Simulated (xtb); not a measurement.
H₄O₂SSi, SMILES O[SiH](S)O. All values are semi-empirical tight-binding results from xtb (GFN2-xTB unless named), good for trends rather than for accurate numbers. Geometry: GFN2-xTB. Other conformers were not sampled.

Optimised geometry:

```xyz
8

Si    -0.5448    -0.0699    -0.2188
O     -0.0173    -0.9776    -1.4449
O     -1.0543    -1.0610     0.9576
S      1.1023     1.1085     0.4988
H     -1.6015     0.8158    -0.6722
H     -0.2647    -1.8964    -1.5010
H     -1.1667    -0.7484     1.8500
H      1.5949     1.3801    -0.6958
```
Charge 0, spin multiplicity 1.

Problem. Estimate the properties. (The exact figures need the calculation; the answer reports its results.)

Solution. 
```json
{
 "orbital_gap": "5.25 eV",
 "zero_point_energy": "27.8 kcal/mol",
 "G − E(el) at 298.15 K (modified RRHO)": "8.4 kcal/mol",
 "static polarisability (D4 model)": "62.5 bohr³",
 "solvation energy, GFN2-xTB/ALPB(water)": "-7.8 kcal/mol",
 "solvation energy, GFN2-xTB/ALPB(toluene)": "-3.6 kcal/mol"
}
```

Problem. Give the atomic charges and the Wiberg bond orders between heavy atoms. (The exact figures need the calculation; the answer reports its results.)

Solution. charges (e) Si1 0.60, O2 -0.46, O3 -0.47, S4 -0.40, H5 -0.06, H6 0.32, H7 0.31, H8 0.16. Bond orders Si1–O2 1.19, Si1–O3 1.19, Si1–S4 0.93.
